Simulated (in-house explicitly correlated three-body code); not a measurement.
Computed with an exponentially correlated three-body code. Model: two electrons around a point charge, non-relativistic, variational in 260 exponentially correlated functions (energies converged to about 1e-7 hartree, or 1e-8 relative for large Z).

Command:
```bash
python run_hyl.py task.json out
```
Settings (lengths in bohr, energies in hartree):
```
Z                      12
screening              0.24
interaction_strength   1
functions              260
states_tried           13
```

Time taken, with all properties: 48 s on 1 thread of Intel(R) Xeon(R) Platinum 8488C (Sapphire Rapids) (shared host).

**Those bound S and P states to n = 4 that converged, binding against the one-electron ion.**

Given: nuclear charge 12; Yukawa screening of all interactions 0.24 1/bohr.

Computed: one-electron threshold -69.1626393 hartree.

```
term  energy (hartree)  binding (eV)
1 1S       -131.219583        1688.7
2 3S                 ?             ?
2 3P       -82.0234582        349.96
2 1S       -82.0167382        349.78
2 1P       -81.6978882         341.1
3 3S       -73.7742232        125.49
3 1S       -73.6578113        122.32
3 3P       -73.6383046        121.79
3 1P       -73.5523851        119.45
4 3S       -70.9582776        48.862
4 1S                 ?             ?
4 3P       -70.8958676        47.164
4 1P        -70.863782         46.29
```

**Question.** What belongs in the row 2 3S?

**Answer.** energy (hartree): -82.4734205; binding (eV): 362.2.

**Question.** What belongs in the row 4 1S?

**Answer.** energy (hartree): -70.9151948; binding (eV): 47.689.

**Converged states only, values per electron or pair (inverse distances are <exp(-kr)/r>).**

```json
{"term": "1 1S", "mean r (bohr)": "0.1291", "mean r squared (bohr²)": "0.022316", "mean inverse r (1/bohr)": "11.448", "mean r12 (bohr)": "0.18978", "mean inverse r12 (1/bohr)": "6.9496", "mean cosine": "-0.011072", "mean p1 dot p2 (bohr⁻²)": "1.4815", "delta r1 (bohr⁻³)": "519.8", "delta r12 (bohr⁻³)": "58.255"}
{"term": "2 3S", "mean r (bohr)": "0.32585", "mean r squared (bohr²)": "0.1721", "mean inverse r (1/bohr)": "7.1666", "mean r12 (bohr)": "0.54764", "mean inverse r12 (1/bohr)": "1.9265", "mean cosine": "-0.0037409", "mean p1 dot p2 (bohr⁻²)": "0.113", "delta r1 (bohr⁻³)": "304.23", "delta r12 (bohr⁻³)": "-"}
{"term": "2 3P", "mean r (bohr)": "0.28685", "mean r squared (bohr²)": "0.1314", "mean inverse r (1/bohr)": "7.1475", "mean r12 (bohr)": "0.47839", "mean inverse r12 (1/bohr)": "2.3219", "mean cosine": "-0.073166", "mean p1 dot p2 (bohr⁻²)": "-9.4604", "delta r1 (bohr⁻³)": "273.15", "delta r12 (bohr⁻³)": "-"}
{"term": "2 1S", "mean r (bohr)": "0.33285", "mean r squared (bohr²)": "0.18101", "mean inverse r (1/bohr)": "7.1446", "mean r12 (bohr)": "0.55523", "mean inverse r12 (1/bohr)": "2.3185", "mean cosine": "-0.0059282", "mean p1 dot p2 (bohr⁻²)": "0.13", "delta r1 (bohr⁻³)": "302.87", "delta r12 (bohr⁻³)": "10.358"}
{"term": "2 1P", "mean r (bohr)": "0.29244", "mean r squared (bohr²)": "0.13739", "mean inverse r (1/bohr)": "7.1304", "mean r12 (bohr)": "0.47016", "mean inverse r12 (1/bohr)": "2.571", "mean cosine": "0.056524", "mean p1 dot p2 (bohr⁻²)": "9.1898", "delta r1 (bohr⁻³)": "275.27", "delta r12 (bohr⁻³)": "2.9294"}
{"term": "3 3S", "mean r (bohr)": "0.67201", "mean r squared (bohr²)": "0.85434", "mean inverse r (1/bohr)": "6.3815", "mean r12 (bohr)": "1.2277", "mean inverse r12 (1/bohr)": "0.83097", "mean cosine": "-0.0012154", "mean p1 dot p2 (bohr⁻²)": "0.032138", "delta r1 (bohr⁻³)": "283.07", "delta r12 (bohr⁻³)": "-"}
{"term": "3 1S", "mean r (bohr)": "0.68269", "mean r squared (bohr²)": "0.88464", "mean inverse r (1/bohr)": "6.3756", "mean r12 (bohr)": "1.2476", "mean inverse r12 (1/bohr)": "0.93071", "mean cosine": "-0.0018262", "mean p1 dot p2 (bohr⁻²)": "0.039768", "delta r1 (bohr⁻³)": "282.78", "delta r12 (bohr⁻³)": "2.8971"}
{"term": "3 3P", "mean r (bohr)": "0.63698", "mean r squared (bohr²)": "0.77116", "mean inverse r (1/bohr)": "6.3759", "mean r12 (bohr)": "1.1595", "mean inverse r12 (1/bohr)": "0.93269", "mean cosine": "-0.016805", "mean p1 dot p2 (bohr⁻²)": "-2.1141", "delta r1 (bohr⁻³)": "274.45", "delta r12 (bohr⁻³)": "-"}
{"term": "3 1P", "mean r (bohr)": "?", "mean r squared (bohr²)": "?", "mean inverse r (1/bohr)": "?", "mean r12 (bohr)": "?", "mean inverse r12 (1/bohr)": "?", "mean cosine": "?", "mean p1 dot p2 (bohr⁻²)": "?", "delta r1 (bohr⁻³)": "?", "delta r12 (bohr⁻³)": "?"}
{"term": "4 3S", "mean r (bohr)": "?", "mean r squared (bohr²)": "?", "mean inverse r (1/bohr)": "?", "mean r12 (bohr)": "?", "mean inverse r12 (1/bohr)": "?", "mean cosine": "?", "mean p1 dot p2 (bohr⁻²)": "?", "delta r1 (bohr⁻³)": "?", "delta r12 (bohr⁻³)": "-"}
{"term": "4 1S", "mean r (bohr)": "1.2099", "mean r squared (bohr²)": "2.9706", "mean inverse r (1/bohr)": "6.1088", "mean r12 (bohr)": "2.2988", "mean inverse r12 (1/bohr)": "0.43438", "mean cosine": "-0.00071604", "mean p1 dot p2 (bohr⁻²)": "0.015583", "delta r1 (bohr⁻³)": "277.89", "delta r12 (bohr⁻³)": "1.1028"}
{"term": "4 3P", "mean r (bohr)": "1.1649", "mean r squared (bohr²)": "2.7641", "mean inverse r (1/bohr)": "6.1086", "mean r12 (bohr)": "2.2099", "mean inverse r12 (1/bohr)": "0.43488", "mean cosine": "-0.0060292", "mean p1 dot p2 (bohr⁻²)": "-0.75131", "delta r1 (bohr⁻³)": "274.71", "delta r12 (bohr⁻³)": "-"}
{"term": "4 1P", "mean r (bohr)": "1.1771", "mean r squared (bohr²)": "2.8256", "mean inverse r (1/bohr)": "6.1066", "mean r12 (bohr)": "2.233", "mean inverse r12 (1/bohr)": "0.45993", "mean cosine": "0.0046303", "mean p1 dot p2 (bohr⁻²)": "0.7837", "delta r1 (bohr⁻³)": "274.87", "delta r12 (bohr⁻³)": "0.35326"}
```

**Question.** What belongs in the row 3 1P?

**Answer.** mean r (bohr): 0.64527; mean r squared (bohr²): 0.79331; mean inverse r (1/bohr): 6.3712; mean r12 (bohr): 1.172; mean inverse r12 (1/bohr): 1.0005; mean cosine: 0.012964; mean p1 dot p2 (bohr⁻²): 2.1712; delta r1 (bohr⁻³): 274.91; delta r12 (bohr⁻³): 0.90285.

**Question.** What belongs in the row 4 3S?

**Answer.** mean r (bohr): 1.1941; mean r squared (bohr²): 2.8891; mean inverse r (1/bohr): 6.1114; mean r12 (bohr): 2.2678; mean inverse r12 (1/bohr): 0.39812; mean cosine: -0.00048283; mean p1 dot p2 (bohr⁻²): 0.012294; delta r1 (bohr⁻³): 277.99.

**Electric-dipole lines between converged S and P states, rate of the upper state's decay.**

```tsv
s state	p state	p minus s (eV)	oscillator strength from s	rate (1/s)
1 1S	2 1P	1347.6	0.73561	1.9321e+13
1 1S	3 1P	1569.2	0.14519	5.1711e+12
1 1S	4 1P	?	?	?
2 1S	2 1P	?	?	?
2 1S	3 1P	230.33	0.38065	2.9208e+11
2 1S	4 1P	303.49	0.087967	1.1719e+11
3 1S	2 1P	-218.78	-0.050565	1.0502e+11
3 1S	3 1P	2.8688	0.098649	1.1743e+07
3 1S	4 1P	76.029	0.39029	3.2632e+10
4 1S	2 1P	-293.41	-0.010459	3.907e+10
4 1S	3 1P	-71.762	-0.1136	2.5385e+10
4 1S	4 1P	1.399	0.17325	4.9045e+06
2 3S	2 3P	12.244	0.064899	1.4073e+08
2 3S	3 3P	240.42	0.3641	3.0439e+11
2 3S	4 3P	315.04	0.085364	1.2255e+11
3 3S	2 3P	-224.47	-0.051862	1.1339e+11
3 3S	3 3P	3.6985	0.12353	2.4442e+07
3 3S	4 3P	78.324	0.3735	3.3141e+10
4 3S	2 3P	-301.1	-0.01055	4.1503e+10
4 3S	3 3P	-72.927	-0.11845	2.7334e+10
4 3S	4 3P	1.6983	0.20545	8.5705e+06
```

**Question.** What belongs in the row 1 1S 4 1P?

**Answer.** p minus s (eV): 1642.4; oscillator strength from s: 0.049728; rate (1/s): 1.9401e+12.

**Question.** What belongs in the row 2 1S 2 1P?

**Answer.** p minus s (eV): 8.6764; oscillator strength from s: 0.048105; rate (1/s): 5.2378e+07.

**Static dipole response.**

```csv
state,polarisability (bohr³)
1 1S,0.0004921
2 1S,0.48074
2 3S,0.3273
```
